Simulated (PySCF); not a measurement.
Computed shifts of a molecule C2H6N2OSi, PySCF with PBE0/pcSseg-1, GIAO, gas phase, equivalent atoms averaged, in ppm (number of nuclei): ¹³C: 127.8 (1), 1.6 (1). ²⁹Si: -36.0 (1). ¹⁵N: 59.8 (1), 33.0 (1). ¹H: 5.01 (1), 1.25 (1), 1.05 (1), 0.60 (3). References: ¹³C against TMS (σ = 186.3 ppm); ²⁹Si against TMS (σ = 352.7 ppm); ¹⁵N against NH3 (σ = 267.4 ppm); ¹⁷O against H2O (σ = 334.2 ppm); ¹H against TMS (σ = 31.56 ppm), references at their B3LYP-D3(BJ)/def2-TZVP geometries, non-relativistic. Coordinates come from a B3LYP-D3(BJ)/def2-SVP optimisation. Other conformers were not sampled.

### Question
Which structure fits?
(A) C[Si@@H](N)N=C=O
(B) CC1=N[Si@@H](N)O1
(C) C[Si@@]1(N)N=CO1
(D) NC[Si@H]1N=CO1

### Answer
A, C[Si@@H](N)N=C=O
